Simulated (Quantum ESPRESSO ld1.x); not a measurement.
Question: The aim is neutral gadolinium in [Xe] 4f7 5d1 6s2. This ld1.x (Quantum ESPRESSO 7.5) run was made with `OMP_NUM_THREADS=1 ld1.x < ld1.in > ld1.out`. Can the result be used? Name any fault.

```
 &input
    zed=64.0,
    iswitch=1,
    rel=2,
    dft='PW',
    config='[Xe] 4f7 5d1 6s2',
    lsmall=.true.,
    rmax=3.0,
    prefix='ld1',
    max_out_wfc=37,
    file_charge='ld1.rho',
 /
```

Output (excerpt):

```
     Program LD1 v.7.5 starts

 classical turning point too close to mesh           5           1           1   [98 such lines]
 classical turning point too close to mesh           5           1          -2   [131 such lines]
     Message from routine scf:
     warning: at least one error in KS equations
     --------------------------- All-electron run ----------------------------

     dirac relativistic calculation

     atomic number is 64.00
     dft =PW   lsd =0 sic =0 latt =0  beta=0.20 tr2=1.0E-14
     Exchange-correlation= PW
                           (   1   4   0   0   0   0   0)
     mesh =1659 r(mesh) =   3.01958 a.u. xmin = -8.00 dx = 0.00800
     1 Ry =  13.60569312 eV, c = 137.03599908

     n l j   nl                  e(Ry)          e(Ha)          e(eV)
     Spin orbit split results
     1 0 0.5 1S 1( 2.00)     -3702.7461     -1851.3730    -50378.4271
     2 0 0.5 2S 1( 2.00)      -634.3097      -317.1548     -8630.2226
     2 1 0.5 2P 1( 2.00)      -603.8370      -301.9185     -8215.6203
     2 1 1.5 2P 1( 4.00)      -552.7788      -276.3894     -7520.9390
     3 0 0.5 3S 1( 2.00)      -162.5202       -81.2601     -2211.1997
     3 1 0.5 3P 1( 2.00)      -149.3109       -74.6554     -2031.4777
     3 1 1.5 3P 1( 4.00)      -138.8237       -69.4119     -1888.7933
     4 0 0.5 4S 1( 2.00)       -53.3930       -26.6965      -726.4486
     4 1 0.5 4P 1( 2.00)       -48.1602       -24.0801      -655.2528
     4 1 1.5 4P 1( 4.00)       -45.5815       -22.7908      -620.1682
     3 2 1.5 3D 1( 4.00)      -115.9387       -57.9693     -1577.4263
     3 2 2.5 3D 1( 6.00)      -113.6565       -56.8283     -1546.3755
     5 0 0.5 5S 1( 2.00)       -24.2886       -12.1443      -330.4633
     5 1 0.5 5P 1( 2.00)        -7.2400        -3.6200       -98.5052
     5 1 1.5 5P 1( 4.00)        -7.2400        -3.6200       -98.5052
     4 2 1.5 4D 1( 4.00)       -36.8694       -18.4347      -501.6334
     4 2 2.5 4D 1( 6.00)       -36.3678       -18.1839      -494.8088
     4 3 2.5 4F 1( 6.00)       -10.9508        -5.4754      -148.9931
     4 3 3.5 4F 1( 1.00)       -10.8928        -5.4464      -148.2039
     5 2 1.5 5D 1( 1.00)        -6.9600        -3.4800       -94.6956
     5 2 2.5 5D 1( 0.00)        -6.9600        -3.4800       -94.6956
     6 0 0.5 6S 1( 2.00)        -6.6278        -3.3139       -90.1755
     Averaged results
     1 0     1S 1( 2.00)     -3702.7461     -1851.3730    -50378.4271
     2 0     2S 1( 2.00)      -634.3097      -317.1548     -8630.2226
     2 1     2P 1( 6.00)      -569.7982      -284.8991     -7752.4994
     3 0     3S 1( 2.00)      -162.5202       -81.2601     -2211.1997
     3 1     3P 1( 6.00)      -142.3195       -71.1597     -1936.3548
     4 0     4S 1( 2.00)       -53.3930       -26.6965      -726.4486
     4 1     4P 1( 6.00)       -46.4411       -23.2205      -631.8630
     3 2     3D 1(10.00)      -114.5694       -57.2847     -1558.7958
     5 0     5S 1( 2.00)       -24.2886       -12.1443      -330.4633
     5 1     5P 1( 6.00)        -7.2400        -3.6200       -98.5052
     4 2     4D 1(10.00)       -36.5684       -18.2842      -497.5386
     4 3     4F 1( 7.00)       -10.9176        -5.4588      -148.5421
     5 2     5D 1( 1.00)        -6.9600        -3.4800       -94.6956
     6 0     6S 1( 2.00)        -6.6278        -3.3139       -90.1755

     final scf error:  8.4E-15 reached in  33 iterations

     Etot =  -22517.850061 Ry,  -11258.925030 Ha, -306370.957716 eV

     Ekin =   24279.385602 Ry,   12139.692801 Ha,  330337.869715 eV
     Encl =  -53651.131254 Ry,  -26825.565627 Ha, -729960.827549 eV
     Eh   =    7309.638674 Ry,    3654.819337 Ha,   99452.700637 eV
     Exc  =    -455.743082 Ry,    -227.871541 Ha,   -6200.700519 eV
```

Answer: No (not converged). The line at issue: rmax=3.0. The mesh cuts the orbital tails; the cycle ends with warnings and the numbers are not to be used. The sound input gives -11272.62 hartree.
